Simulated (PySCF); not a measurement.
**Correlation energy of Ti⁺ (titanium, charge +1)**

[Ar] 3d2 4s1, high-spin 4F determinant. Computed with PySCF 2.14 in def2-TZVPPD (6s6p4d2f1g, 67 functions), with no relativity, point nucleus. Frozen: [Ne]; 11 electrons correlated.

MP2 pair energies summed by pair of shells (mhartree):

```tsv
pair	energy	share (%)
3p-3p	-115.25	46.0
3p-3d	-64.58	25.8
3s-3p	-29.38	11.7
3p-4s	-14.51	5.8
3s-3d	-9.63	3.8
3d-4s	-5.97	2.4
3s-3s	-5.89	2.3
3d-3d	-4.56	1.8
3s-4s	-0.91	0.4
```

Total MP2 correlation energy: -250.68 mhartree.

Same-spin part -75.83 and opposite-spin part -174.84 mhartree; SCS-MP2 scales them by 1/3 and 6/5 to -235.09 mhartree.

This basis was not built for core-valence correlation, so the inner-shell part is incomplete.
